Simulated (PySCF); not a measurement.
## Highest orbital energy against ionisation energy along the third row

Calculated with PySCF 2.14, no spin-orbit coupling. Each cell gives −ε(HOMO) / ΔSCF in eV; NIST values include spin-orbit coupling, (s) semi-empirical, (t) theoretical.

```
                                                                                   species              UHF              LDA              PBE             PBE0           r2SCAN  NIST (lowest levels)
Al²⁺ (aug-cc-pCVTZ-DK with one added diffuse shell each of s, p, d, f type, spin-free X2C)  28.110 / 28.088  24.582 / 28.868  24.471 / 28.868  25.492 / 28.731  24.675 / 28.429                28.448
Si²⁺ (aug-cc-pCVTZ-DK with one added diffuse shell each of s, p, d, f type, spin-free X2C)  32.228 / 32.021  28.658 / 33.590  28.529 / 33.447  29.688 / 33.309  28.708 / 32.936                33.493
 P²⁺ (aug-cc-pCVTZ-DK with one added diffuse shell each of s, p, d, f type, spin-free X2C)  29.969 / 29.573  24.794 / 30.193  24.946 / 30.228  26.361 / 30.251  25.399 / 30.363                30.203
 S²⁺ (aug-cc-pCVTZ-DK with one added diffuse shell each of s, p, d, f type, spin-free X2C)  34.717 / 34.150  28.849 / 34.869  28.947 / 34.825  30.573 / 34.868  29.477 / 35.022      34.86 ± 0.04 (s)
Cl²⁺ (aug-cc-pCVTZ-DK with one added diffuse shell each of s, p, d, f type, spin-free X2C)  39.691 / 38.958  33.028 / 39.661  33.094 / 39.576  34.952 / 39.659  33.759 / 39.825       39.8 ± 0.11 (s)
Ar²⁺ (aug-cc-pCVTZ-DK with one added diffuse shell each of s, p, d, f type, spin-free X2C)  40.429 / 39.388  34.096 / 40.847  34.161 / 40.730  36.015 / 40.728  34.595 / 40.694    40.735 ± 0.012 (s)
```

Question: How far is −ε(HOMO) from ΔSCF on average for each method, and why?

Answer: UHF 0.49 eV; LDA -5.67 eV; PBE -5.59 eV; PBE0 -4.08 eV; r2SCAN -5.11 eV. Hartree-Fock orbital energies lack relaxation and so exceed the ΔSCF value; semilocal functionals have convex E(N) from self-interaction, so their HOMO lies far too high; exact exchange moves hybrids part of the way back.
